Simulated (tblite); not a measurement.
[Mg8P9H31Se3Br5O4]+ (II VI ligated) at step 5 of a GFN1-xTB optimisation (tblite, gas phase), coordinates in Å:

```
  1 Mg   -1.713   -2.007   -3.107
  2 Mg   -3.447   -0.893    0.016
  3 Mg   -1.562   -2.193    3.233
  4 Mg    0.453    1.248   -3.075
  5 Mg    2.469    2.409    0.079
  6 Mg    4.481   -0.955    0.185
  7 Mg    0.599    1.189    3.299
  8 Mg    0.335   -1.003    0.109
  9 Se   -1.589   -2.126   -0.796
 10 Br    0.489   -0.923   -4.217
 11 Br   -3.680   -0.964    2.630
 12 Se    0.424   -0.949    2.623
 13 Se    0.547    1.472   -0.797
 14 Br    4.634    1.445   -0.789
 15 Br    2.541    2.687    2.624
 16 Br    2.605   -2.155   -0.775
 17 P    -1.611   -4.393   -4.124
 18 H    -2.619   -5.294   -3.812
 19 H    -1.611   -4.724   -5.471
 20 H    -0.604   -5.295   -3.813
 21 P     6.562   -2.080   -0.705
 22 H     6.836   -2.239   -2.053
 23 H     7.845   -1.657   -0.403
 24 H     6.827   -3.406   -0.407
 25 P     2.410    2.551   -4.138
 26 H     3.007    3.568   -3.412
 27 H     3.604    1.885   -4.360
 28 H     2.447    3.249   -5.335
 29 P    -5.622   -2.073   -0.712
 30 H    -6.910   -1.658   -0.412
 31 H    -5.876   -2.234   -2.065
 32 H    -5.889   -3.401   -0.413
 33 P     2.569    4.882   -0.707
 34 H     3.576    5.386   -1.514
 35 H     1.550    5.369   -1.511
 36 H     2.556    5.978    0.141
 37 P     0.473    1.456    5.856
 38 H     0.474    2.615    6.615
 39 H    -0.537    0.850    6.583
 40 H     1.485    0.850    6.580
 41 P    -1.619   -2.193    5.830
 42 H    -2.192   -3.197    6.596
 43 H    -0.446   -2.179    6.573
 44 H    -2.190   -1.176    6.584
 45 P    -1.484    2.563    2.669
 46 H    -2.074    2.208    1.466
 47 H    -2.662    2.558    3.392
 48 H    -1.499    3.928    2.433
 49 P    -1.473    2.543   -4.127
 50 H    -2.739    2.088   -3.797
 51 H    -1.729    3.866   -3.808
 52 H    -1.735    2.705   -5.477
 53 O    -3.734    0.809   -0.488
 54 H    -4.587    1.237   -0.404
 55 O     4.718   -0.948    1.896
 56 H     5.418   -0.470    2.320
 57 O    -1.549   -3.915    2.920
 58 H    -0.688   -4.289    2.747
 59 O    -3.087   -1.338   -4.013
 60 H    -3.179   -1.263   -4.961
```

(1) What are the forces on the atoms (eV/Å)?

Results:

(1) 
```
  1 Mg    0.27    0.23    0.04
  2 Mg    0.26   -0.01    0.24
  3 Mg   -0.15    0.59   -0.29
  4 Mg    0.03   -0.39   -0.10
  5 Mg    0.45   -0.21    0.23
  6 Mg   -0.20    0.27   -0.54
  7 Mg    0.43    0.37   -0.10
  8 Mg    0.00    0.05    0.10
  9 Se    0.19   -0.17    0.45
 10 Br   -0.12   -0.10   -0.13
 11 Br    0.09    0.04   -0.16
 12 Se    0.07   -0.93   -0.55
 13 Se   -0.49   -0.30    0.68
 14 Br   -0.03   -0.01   -0.02
 15 Br   -0.10    0.13   -0.08
 16 Br   -0.37    0.00   -0.07
 17 P    -0.04   -0.11   -0.10
 18 H     0.09    0.07   -0.06
 19 H    -0.01   -0.02    0.10
 20 H    -0.09    0.03   -0.06
 21 P     0.17   -0.10    0.01
 22 H     0.03   -0.02    0.06
 23 H    -0.06   -0.05   -0.01
 24 H     0.01    0.10   -0.01
 25 P     0.20    0.05   -0.19
 26 H     0.05    0.00   -0.08
 27 H    -0.06    0.13   -0.02
 28 H     0.16   -0.01    0.04
 29 P    -0.14    0.00   -0.06
 30 H     0.06   -0.05   -0.08
 31 H     0.00    0.02    0.11
 32 H    -0.01    0.09   -0.05
 33 P     0.10    0.26    0.01
 34 H    -0.10    0.09    0.07
 35 H     0.07    0.05    0.04
 36 H     0.01    0.02   -0.14
 37 P     0.02    0.10    0.27
 38 H     0.01   -0.13    0.10
 39 H     0.08    0.08    0.03
 40 H    -0.09    0.09    0.02
 41 P    -0.06   -0.15    0.13
 42 H     0.06    0.10   -0.02
 43 H    -0.08   -0.04   -0.02
 44 H     0.01   -0.07    0.02
 45 P    -0.20    0.09   -0.13
 46 H    -0.07    0.10    0.09
 47 H    -0.03    0.04   -0.14
 48 H    -0.18   -0.06   -0.08
 49 P    -0.22    0.01   -0.10
 50 H     0.11    0.08   -0.09
 51 H    -0.11   -0.07   -0.05
 52 H    -0.12    0.00    0.12
 53 O    -0.02    0.17    0.10
 54 H    -0.03    0.10   -0.02
 55 O    -0.05   -0.22    0.31
 56 H     0.32    0.23    0.31
 57 O    -0.10   -0.24    0.22
 58 H     0.17   -0.24   -0.07
 59 O    -0.09   -0.09   -0.12
 60 H    -0.11    0.05   -0.17
```
